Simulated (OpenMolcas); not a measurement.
Si2H4F2 (SMILES F[SiH](F)[SiH3]): methods side by side

Si2H4F2 has 8 atoms, charge 0, and is taken as a singlet. As SMILES, `F[SiH](F)[SiH3]`. The coordinates come from a PBE0-D4/def2-TZVP relaxation.

Quantity: the HOMO–LUMO gap, in eV. The values are calculated.

```json
{"level": "SVWN5/cc-pVDZ", "kind": "LDA", "program": "OpenMolcas", "value (eV)": "6.13", "CPU time": "30 s"}
{"level": "M06-L/cc-pVDZ", "kind": "meta-GGA", "program": "OpenMolcas", "value (eV)": "6.95", "CPU time": "56 s"}
{"level": "TPSS/cc-pVDZ", "kind": "meta-GGA", "program": "OpenMolcas", "value (eV)": "6.64", "CPU time": "57 s"}
{"level": "r2SCAN/cc-pVDZ", "kind": "meta-GGA", "program": "OpenMolcas", "value (eV)": "6.88", "CPU time": "67 s"}
{"level": "B3LYP/cc-pVDZ", "kind": "global hybrid", "program": "OpenMolcas", "value (eV)": "8.04", "CPU time": "42 s"}
{"level": "BHLYP/cc-pVDZ", "kind": "global hybrid", "program": "OpenMolcas", "value (eV)": "10.58", "CPU time": "38 s"}
{"level": "PBE0/cc-pVDZ", "kind": "global hybrid", "program": "OpenMolcas", "value (eV)": "8.41", "CPU time": "46 s"}
{"level": "B2PLYP/cc-pVDZ", "kind": "double hybrid", "program": "OpenMolcas", "value (eV)": "10.83", "CPU time": "28 s"}
```

The values span 6.13 to 10.83 eV. Orbital gaps aren't excitation energies, and those of double hybrids come from the SCF part alone; they tend to grow with the share of exact exchange. CPU times are rough (shared hosts, several kinds of processor): they show what a rung costs within a factor of a few.
